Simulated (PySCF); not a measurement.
# One molecule, several mistakes: BGeH3N2

All numbers below are calculated, not measured. The program is PySCF 2.14.0, an open-source quantum chemistry code, run on an isolated molecule that a program drew, which may never have been made. The molecule is BGeH3N2 (charge 0, singlet), drawn as the SMILES string `N=[B][Ge][NH2]`.

Each row is a Hartree-Fock (HF) and frozen-core CCSD(T) single point in the cc-pVDZ basis, meant for a local HF minimum. Run 1 is clean. Each other run has one planted mistake out of seven kinds, and not every kind appears here: one electron removed, one electron added, multiplicity raised by two, geometry at a saddle point, minimal basis STO-3G, one bond length entered in bohr, all coordinates scaled. The reference is restricted for singlets and unrestricted otherwise, and also for a bond in bohr. Adding or removing an electron swaps singlet and doublet. Electrons count all cores. HOMO and LUMO are orbital energies over both spins, the gradient is its largest component, and the lowest frequency (negative if imaginary) is given only where the gradient is small. Bond lengths are over the 6 bonds as drawn. T1 is the CCSD diagnostic: over 0.02 (restricted) or 0.045 (unrestricted) a single reference is doubtful. Germanium has the cc-pVDZ-PP basis, with a core potential (ECP10MDF) in place of its 10 inner electrons, and its 3s, 3p and 3d shells are frozen in CCSD(T).

Geometry of the clean run:
```xyz
7
BGeH3N2, angstrom
N     2.3791   -2.1598   -2.4479
B     1.6926   -2.2811   -1.4309
Ge    0.5847   -2.5365    0.3737
N    -0.9302   -1.7622   -0.2437
H     2.9293   -2.0629   -3.2598
H    -1.7423   -1.6805    0.3390
H    -1.0846   -1.3750   -1.1552
```

```
run,electrons,basis functions,<S^2>,HOMO (eV),LUMO (eV),gradient (hartree/bohr),lowest frequency (cm^-1),mean bond (Å),longest bond (Å),T1,HF (hartree),CCSD(T) (hartree),mistake
1,54,80,0.000,-9.04,1.13,2.9e-05,127,1.3611,2.133,0.0207,-428.72472,-429.26657,no fault
2,53,80,0.846,-15.93,-6.95,4.5e-02,-,1.3611,2.133,0.0323,-428.43074,-428.95497,one electron removed
3,54,80,2.011,-6.88,-0.33,4.3e-02,-,1.3611,2.133,0.0213,-428.65455,-429.17339,multiplicity raised by two
4,55,80,0.764,-0.13,7.99,4.2e-02,-,1.3611,2.133,0.0180,-428.70555,-429.24665,?
5,54,80,2.003,-6.99,1.52,4.2e-02,-,1.5439,2.330,0.0327,-428.49316,-428.96177,?
```

**Which mistake was planted in run 4, and what did it cost?**

It counts 55 electrons, one more than the clean run, at the same geometry and basis. So the mistake is: one electron added. Subtracting run 1 and multiplying by 627.51 kcal/mol a hartree, the energy moved by 12.0 kcal/mol in HF and 12.5 kcal/mol in CCSD(T).

**Which mistake was planted in run 5, and what did it cost?**

The mean bond changes by a factor of 1.134 and the longest by 1.092, so the molecule wasn't scaled as a whole. A length L in bohr read as angstrom grows by (1/0.5292 - 1) L = 0.890 L. The 6 bonds together grew by 6 x 0.1828 = 1.097 Å, which gives L = 1.233 Å. That is bond N1-B2, 1.233 Å in the clean geometry. So the mistake is: one bond length entered in bohr. Subtracting run 1 and multiplying by 627.51 kcal/mol a hartree, the energy moved by 145.3 kcal/mol in HF and 191.3 kcal/mol in CCSD(T).

Cautions from the logs. Run 1: T1 is over the limit, so its CCSD(T) energy is less reliable; run 4: the added electron raises the CCSD(T) energy, so it isn't bound in this basis.
